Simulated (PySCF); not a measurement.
Computed with PBE-D3(BJ)/def2-TZVP run with PySCF. Isolated molecules, 0 K electronic values unless said otherwise. One relaxed conformer stands for a flexible species; it need not be the lowest. Delta-SCF ions had no search for a lower state. 

Reference species (SMILES): `O=C1CC1` (neutral, multiplicity 1).

```json
{
  "HOMO": "-5.53 eV",
  "HOMO–LUMO gap": "3.36 eV",
  "vertical ionisation energy (Delta-SCF)": "9.27 eV",
  "S1 oscillator strength": "0.000"
}
```

After one change: the HOMO goes up by 0.18 eV; the HOMO–LUMO gap rises by 1.86 eV; the vertical ionisation energy (Delta-SCF) drops by 0.49 eV; the S1 oscillator strength stays essentially unchanged.

### Question
Name the change that produced these shifts. The new species is one of these.
(A) `C#CCO`
(B) `C=C1CO1`
(C) `CC=C=O`
(D) `OC1=CC1` (H–O–C–C torsion 180°)

### Answer
D, `OC1=CC1` (H–O–C–C torsion 180°)
